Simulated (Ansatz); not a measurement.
Ansatz (an electronic-structure program) input:

Ansatz 0.2 input:
```yaml
crystal:
  periodic: [false, false, false]
  atoms:
    - {symbol: O, position_ang: [1.45095573, -0.26773759, 0.00950262]}
    - {symbol: Si, position_ang: [0.00068057, 0.30200535, 0.00469886]}
    - {symbol: O, position_ang: [-1.45214674, -0.26077178, -0.01772562]}
basis:
  gaussian:
    orbitals: def2-TZVP
hamiltonian:
  xc: b3lyp
  dispersion: d3bj
total_charge: -1
magnetization: {spin_polarized: true, initial_magnetization: 1}
phonons: {temperatures: {t_min: 298.15, t_max: 298.15, t_step: 100}}
```

What final total energy does it print?

-440.11836 Eh (B3LYP-D3(BJ)/def2-TZVP). The basis has 99 functions.
